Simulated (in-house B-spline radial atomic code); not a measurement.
Binding energies in Sb3+

NIST's tabulated ground configuration is [Kr] 4d10 5s2; each binding energy is the energy of the ion with one electron taken from that subshell, relaxed, less that of the parent. Level of theory: Dirac-Hartree-Fock, average of configuration, Fermi nucleus of rms radius 4.6802 fm; calculated with a B-spline radial code for spherical atoms. Energies include first-order Breit, QED and recoil terms.

| subshell | X-ray name | binding energy (eV) | -ε (eV) | relaxation (eV) |
| --- | --- | --- | --- | --- |
| 1s | K | 30531.2 | 30698.2 | 64.6 |
| 2s | L1 | 4745.9 | 4790.5 | 34.0 |
| 2p1/2 | L2 | 4422.6 | 4470.4 | 37.4 |
| 3s | M1 | 988.2 | 1003.8 | 13.8 |
| 3p1/2 | M2 | 855.9 | 871.7 | 14.3 |
| 3p3/2 | M3 | 809 | 823.7 | 13.8 |
| 3d3/2 | M4 | 577.8 | 593.5 | 15.3 |
| 3d5/2 | M5 | 568.4 | 583.6 | 15.1 |
| 4s | N1 | 202 | 205.9 | 3.6 |
| 4p1/2 | N2 | 155.3 | 159.0 | 3.4 |
| 4p3/2 | N3 | 146.7 | 150.0 | 3.2 |
| 4d3/2 | N4 | 71.71 | 74.20 | 2.50 |
| 4d5/2 | N5 | 70.47 | 72.85 | 2.42 |
| 5s | O1 | 41.62 | 41.89 | 0.23 |

Relaxation = -ε minus the binding energy without Breit, QED and recoil terms.

Emission lines follow as differences of binding energies, with λ = 12398.42 eV·Å / E:

```csv
line,holes,energy (eV),wavelength (Å)
K-L2,1s → 2p1/2,26108.6,0.47488
K-M3,1s → 3p3/2,29722.2,0.41714
L2-M4,2p1/2 → 3d3/2,3844.8,3.2247
L1-M3,2s → 3p3/2,3936.9,3.1493
L2-N4,2p1/2 → 4d3/2,4350.9,2.8496
```

(1) What does it cost to remove both a 2p1/2 and a 3d5/2 electron?

## Answers

(1) 5053.9 eV, which is 62.92 eV more than the two single binding energies together.
